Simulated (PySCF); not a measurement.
A structure optimised at PBE-D3(BJ)/def2-SVP, used in a PySCF frequency run:

```xyz
12

Si     0.8810    -0.2893     0.3255
Cl     2.6819     0.4369    -0.4449
C     -0.5925     0.5093    -0.5258
B     -1.9525    -0.0829     0.0613
O     -2.8630    -0.7777    -0.6922
O     -2.2770     0.0354     1.3908
H      0.8595     0.0338     1.7953
H      0.8677    -1.7790     0.1450
H     -0.4872     0.3737    -1.6226
H     -0.5263     1.6012    -0.3251
H     -2.5957    -0.8348    -1.6240
H     -1.6074     0.5253     1.8966
```
Charge 0, spin multiplicity 1.

Q: Write its SMILES and formula.

A: OB(O)C[SiH2]Cl, CH6BClO2Si

Q: What are its rotational constants (standard atomic weights)?

A: 6.2714, 0.87065, 0.81489 GHz
